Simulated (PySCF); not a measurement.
Compound: C4H15PSi3.
SMILES with atom numbers: `[PH2:1][SiH2:2][SiH2:3][SiH2:4][CH:5]1[CH2:6][CH2:7][CH2:8]1`

Structure used (GFN2-xTB), in Å, numbered top down from 1:
```xyz
23
C4H15PSi3 angstrom
P      4.770    0.987   -0.979
Si     3.805   -0.805   -0.042
Si     1.719   -0.330    0.876
Si     0.047    0.071   -0.694
C     -1.632   -0.520   -0.028
C     -2.253    0.291    1.127
C     -3.592    0.309    0.379
C     -2.893   -0.241   -0.871
H      3.613    1.458   -1.570
H      4.605    1.805    0.120
H      4.835   -1.315    0.872
H      3.725   -1.777   -1.142
H      1.342   -1.424    1.785
H      1.847    0.827    1.782
H     -0.104    1.495   -1.033
H      0.289   -0.621   -1.970
H     -1.580   -1.578    0.238
H     -1.818    1.284    1.237
H     -2.256   -0.195    2.101
H     -4.320   -0.384    0.797
H     -4.062    1.285    0.270
H     -2.736    0.516   -1.637
H     -3.356   -1.110   -1.334
```

Definitions: NICS(0) = −σiso at the ring centroid; NICS(1) = −σiso and NICS(1)zz = −σzz at ±1 Å along the ring normal z. Level: GIAO PBE0/pcSseg-1 (PySCF, non-relativistic, gas phase) on the GFN2-xTB geometry, one conformer.

Ring bond lengths (Å), with Mayer bond orders in brackets: C5–C6 1.542 (1.01), C6–C7 1.535 (1.05), C7–C8 1.534 (1.05), C8–C5 1.542 (1.01).

Problem. Give the NICS values of each ring in ppm.

Solution. 
```json
{"ring": "C5–C6–C7–C8", "type": "4-membered carbocycle; formal bonds all single", "NICS(0)": "1.9", "NICS(1), two faces": "0.8 / 0.3", "NICS(1)zz, two faces": "5.6 / 6.3", "rms pucker (Å)": "0.07", "centre to ring atoms, mean (Å)": "1.09"}
```

Problem. What can be read from them?

Solution. 
- C5–C6–C7–C8: mean NICS(1)zz 6.0 ppm, deshielded. C5, C6, C7, C8 have four or more neighbours, and the NICS criterion for π rings isn't applied.

Problem. List the ring angles and the Hirshfeld charges of the ring atoms.

Solution. 
- C5–C6–C7–C8: C5 89.1° (-0.111 e), C6 89.6° (-0.071 e), C7 89.7° (-0.069 e), C8 89.6° (-0.068 e); sum 358.0° against 360° for a flat convex ring.

Problem. How shielded are the nuclei of the rings and their hydrogens (means over atoms taken as equivalent)?

Solution. 
```csv
atoms,environment,σ isotropic (ppm)
C5,sp3 carbon bound to silicon,168.3
C6 (×2),four-membered-ring carbon,159.8
C7,four-membered-ring carbon,165.2
H17,methine hydrogen,29.57
H18 (×2),methylene hydrogen,29.69
H19 (×2),methylene hydrogen,29.44
H20,methylene hydrogen,29.39
H21,methylene hydrogen,29.58
```
